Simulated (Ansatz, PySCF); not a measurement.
Breaking the Sn1–Cl3 bond in ClHSn (SMILES [Cl][SnH]) (multiplicity 1 held, fragments rigid). Energies count from the point at 2.396 Å.
Geometry at that point (charge 0, multiplicity 1):
```xyz
3

Sn    -0.30484    -0.30030     0.41766
H     -1.42233    -0.94350    -0.81899
Cl     0.98024     0.93875    -1.18023
```

R- and RO- levels are restricted; in cc, def2 and unpolarised 6-31G sets they are followed outwards from rest. Unrestricted levels (U-) break spin symmetry where that is lower. Active spaces are followed from a long bond inwards. Levels need not reach the same state.

Frozen-core correlation. Filled d and f shells under p-block atoms count as core. Rows in 3-21G carry no dispersion term and start afresh at each structure; the Pople sets are all-electron and without relativity.

Codes used: Ansatz (a quantum-chemistry and plane-wave program); PySCF for 3-21G rows. Values without a source in brackets are computed. In def2 rows elements past Kr take small-core potentials, without spin–orbit coupling.

```tsv
level	energy at R = 7.667 Å (kJ/mol)
R-HF/3-21G	505.4
R-HF/def2-TZVPP	525.9
U-HF/def2-TZVPP	272.9
U-PBE/def2-TZVPP	345.2
R-B3LYP/def2-TZVPP	405.6
U-CCSD/def2-TZVPP	363.6
CASSCF(6,4)/def2-TZVPP	?
FIC-MRCISD on CASSCF(6,4)/def2-TZVPP	365.5
FIC-MRCISD+Q on CASSCF(6,4)/def2-TZVPP	370.7
```

Q: Some entries are withheld; supply them.

A: 
- CASSCF(6,4)/def2-TZVPP, energy at R = 7.667 Å (kJ/mol): 326.0

Doubts at one or more of the structures used: a restricted determinant that unrestricted orbitals would lower (R-HF/3-21G, R-HF/def2-TZVPP, R-B3LYP/def2-TZVPP); a spin-contaminated determinant (U-HF/def2-TZVPP, U-PBE/def2-TZVPP, U-CCSD/def2-TZVPP); active orbitals that take no part (CASSCF(6,4)/def2-TZVPP, FIC-MRCISD on CASSCF(6,4)/def2-TZVPP, FIC-MRCISD+Q on CASSCF(6,4)/def2-TZVPP).
